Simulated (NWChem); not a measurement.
Molecule: arsine (AsH3); SMILES [AsH3]

```xyz
4

As     0.0058    -0.0041     0.0528
H     -1.2938     0.4134    -0.6263
H      0.8276     0.9380    -0.8199
H      0.2038    -1.1631    -0.9179
```
Atoms are numbered in this order, from 1.

Computed with NWChem. STO-3G and 3-21G are far too small for this property and stand as cheap habits. Geometry: optimised at PBE0/def2-SVP. GIAO values for the isolated, static molecule; σ is the absolute isotropic shielding, δ = σ(reference) − σ with the isolated reference molecule computed at the same levels (1H: tetramethylsilane).

```csv
level,σ As1 (ppm),δ H2 (ppm)
PBE0/pcSseg-2,1915.3,2.34
Hartree-Fock/STO-3G,2550.8,0.55
KT2/pcSseg-1,1920.6,(withheld)
```

Q: Fill in the missing entries.

A: 
- KT2/pcSseg-1, δ H2 (ppm): 2.19
